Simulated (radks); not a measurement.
Task: Species: Sr+. Configuration: [Kr] 5s1. All-electron calculation, Dirac Kohn-Sham, PBE, spin-unpolarised, spherical densities, finite nucleus; Fermi nuclear charge, rms radius 4.224 fm. Program: a radial shooting solver on a logarithmic mesh with Libxc functionals. Some entries of the table are withheld. Estimate them.

orbital,occ.,eigenvalue (eV),<1/r> (bohr^-1)
1s1/2,2,(1),39.00
2s1/2,2,-2163.185,(2)
2p1/2,2,-1969.180,8.751
2p3/2,4,-1900.772,8.411
3s1/2,2,(3),2.934
3p1/2,2,-269.5599,2.825
3p3/2,4,-259.0724,2.743
3d3/2,4,(4),(5)
3d5/2,6,(6),(7)
4s1/2,2,-47.2136,0.9931
4p1/2,2,-29.8991,0.8652
4p3/2,4,-28.7320,0.8441
5s1/2,1,-8.3472,0.3275

Result: 
(1) 1s1/2 eigenvalue (eV): -15937.04
(2) 2s1/2 <1/r> (bohr^-1): 8.780
(3) 3s1/2 eigenvalue (eV): -340.0137
(4) 3d3/2 eigenvalue (eV): -135.4436
(5) 3d3/2 <1/r> (bohr^-1): 2.520
(6) 3d5/2 eigenvalue (eV): -133.6133
(7) 3d5/2 <1/r> (bohr^-1): 2.499
